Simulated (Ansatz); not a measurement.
A search over several starts for the lowest SCF solution of Ge12N at the given spin, in a small basis.

```yaml
crystal:
  periodic: [false, false, false]
  atoms:
    - {symbol: N, position_ang: [1.514301, -0.501737, 0.200130]}
    - {symbol: Ge, position_ang: [1.312168, 1.280287, 1.324512]}
    - {symbol: Ge, position_ang: [2.658979, 0.645632, -0.863319]}
    - {symbol: Ge, position_ang: [-0.535932, 0.085322, 2.946021]}
    - {symbol: Ge, position_ang: [0.040456, -1.553471, -0.447667]}
    - {symbol: Ge, position_ang: [-0.082386, -1.204865, -3.009120]}
    - {symbol: Ge, position_ang: [-0.660284, -2.397583, 1.984013]}
    - {symbol: Ge, position_ang: [0.668138, 1.191257, -2.488000]}
    - {symbol: Ge, position_ang: [-2.443488, -0.764196, 0.843399]}
    - {symbol: Ge, position_ang: [-1.297078, 2.673211, -1.653435]}
    - {symbol: Ge, position_ang: [-1.761691, 0.157836, -1.619791]}
    - {symbol: Ge, position_ang: [1.857096, -1.181064, 2.095362]}
    - {symbol: Ge, position_ang: [-1.270279, 1.569382, 0.687894]}
basis:
  gaussian: {orbitals: def2-SVP, initial_orbitals: start.molden}
magnetization: {spin_polarized: true, initial_magnetization: 1}
hamiltonian: {xc: pbe, dispersion: d4}
output: {orbitals: {seedname: orbitals}}
```

The file start.molden holds the orbitals of an earlier run on this structure, at another level or in another basis.

```sh
$ ansatz run in.yaml --threads 2 --pin off --events-out ev --progress --plain --max-ram 32768MiB --backend cuda --devices 0, --max-vram 18GiB
```

Shortened log:

```
Functional definition: PBE
4384 factors; their error is unknown
mean field evaluation 1: about -679397.5382 eV, gradient 2.9e2 eV
mean field evaluation 2: about -679434.0225 eV, gradient 5.2e1 eV
mean field evaluation 4: about -679495.4791 eV, gradient 2.3e1 eV
mean field evaluation 8: about -679527.1461 eV, gradient 4.1e0 eV
mean field evaluation 16: about -679513.4995 eV, gradient 6.4e1 eV
mean field evaluation 32: about -679527.0029 eV, gradient 5.6e-2 eV
mean field evaluation 64: about -679525.0482 eV, gradient 5.6e0 eV
mean field evaluation 96: about -679525.7554 eV, gradient 2.0e0 eV
mean field -679527.00294857 eV, -24972.1567584143 hartree, gradient 1.8e-5 eV, S^2 0.754999; 7 other end points of the search recorded, 0 dependent functions left out
reference -679527.00299219 eV, -24972.1567600174 hartree; 196, 195 occupied and 202, 203 virtual orbitals, 4384 factors
Total energy: -679528.65034718 eV, -24972.2172991965 hartree
```

Hardware: 2 threads of AMD EPYC 7R13 on a shared host and a share (18 GiB) of an NVIDIA H100 80GB HBM3. Wall time 45 s, peak host memory 1.4 GiB.

Another isomer (doublet) lies 0.24 eV lower at PBE0-D4/def2-TZVP; other spin states weren't run for this one.
